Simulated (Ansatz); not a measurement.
C$_{2}$H$_{8}$BN$_{3}$, relaxed with RKS PBE0-D4/def2-TZVP in the Gaussian-basis code of Ansatz from a PBE-D4/def2-SVP geometry. The force threshold is 0.005 eV/Å; the program also tests the step.

Charge 0, multiplicity 1. The bonds changed during the relaxation, so this is another structure than the one it started from.

Start:

```xyz
14

B     0.816   -1.437   -1.320
C    -0.374   -1.076   -0.338
N    -1.608   -0.971    0.148
N     0.652   -0.274   -0.218
C     0.692    1.118    0.151
N    -0.237    1.367    1.261
H     1.608   -2.329   -1.047
H     0.663   -1.115   -2.498
H    -2.306   -1.687   -0.045
H    -1.817   -0.159    0.746
H     1.753    1.396    0.362
H     0.366    1.746   -0.714
H    -0.392    2.377    1.369
H     0.183    1.044    2.144
```

By how much does the energy fall, and how many steps does the optimiser take? (An estimate is asked.)

Ansatz gave: 1.69 kcal/mol, in 6 steps.

Which bonds change most? (Estimate.)

Computed: B1–H7 from 1.224 to 1.202 Å; B1–H8 from 1.231 to 1.209 Å; C5–H11 from 1.117 to 1.097 Å; C5–H12 from 1.118 to 1.099 Å.

Give the relaxed structure. (Estimate.)

Ansatz gave: 
```xyz
14

B     0.810   -1.423   -1.292
C    -0.374   -1.061   -0.330
N    -1.610   -0.969    0.118
N     0.639   -0.272   -0.202
C     0.682    1.118    0.143
N    -0.197    1.375    1.275
H     1.590   -2.294   -1.014
H     0.660   -1.113   -2.451
H    -2.277   -1.688   -0.091
H    -1.860   -0.194    0.716
H     1.729    1.393    0.320
H     0.325    1.718   -0.705
H    -0.347    2.370    1.384
H     0.230    1.039    2.131
```
